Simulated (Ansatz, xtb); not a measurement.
## Isomers of C8H4S in order of energy

4 gas-phase structures of C8H4S, from a drawn sample of its isomers (lower ones may exist). Each was relaxed with GFN2-xTB:

A. `C#Cc1ccsc1C#C`, a singlet
B. `C#CC#Cc1cccs1`, a singlet
C. `C#CC1=C(C#C)C(=S)C1`, a singlet
D. `C#Cc1ccc(C#C)s1`, a singlet

Task: Make a reasoned guess at their ranking by r2SCAN-D4/def2-SVP single-point energy.

Result: Calculated order at r2SCAN-D4/def2-SVP: B (0.0), D (7.8), A (8.8), C (42.5) kcal/mol. Less than 1 kcal/mol parts D and A, so the order within that pair means little.

Energies above the lowest of each column, in kcal/mol; the last columns are at PBE0-D3(BJ)/def2-SVP geometries and were run for some of them only (a dash: not run or not comparable):

```csv
structure,GFN2-xTB,HF/STO-3G,r2SCAN-D4/def2-SVP,PBE0-D3(BJ)/def2-SVP,CCSD(T)/def2-SVP + ΔMP2/def2-TZVPP
B,0.0,0.0,0.0,0.0,0.0
D,3.9,3.9,7.8,6.5,3.6
A,4.5,4.4,8.8,7.2,3.4
C,35.2,53.9,42.5,–,–
```

Every level run on B puts it lowest or level with the lowest. CCSD(T)/def2-SVP + ΔMP2/def2-TZVPP orders those it was run on as B (0.0), A (3.4), D (3.6) kcal/mol. Less than 1 kcal/mol parts A and D, so the order within that pair means little. Frequencies (GFN2-xTB) were run for A, B, D alone. ΔMP2 is the change of the MP2 energy from the smaller to the larger basis.

Over these structures GFN2-xTB departs from r2SCAN-D4/def2-SVP by 1.9 kcal/mol on average once a common shift is removed. A GFN2-xTB relaxation took about 0.078 s and the r2SCAN-D4/def2-SVP energy about 2 s on a shared host (Ansatz 0.2.0, xtb 6.7.1).
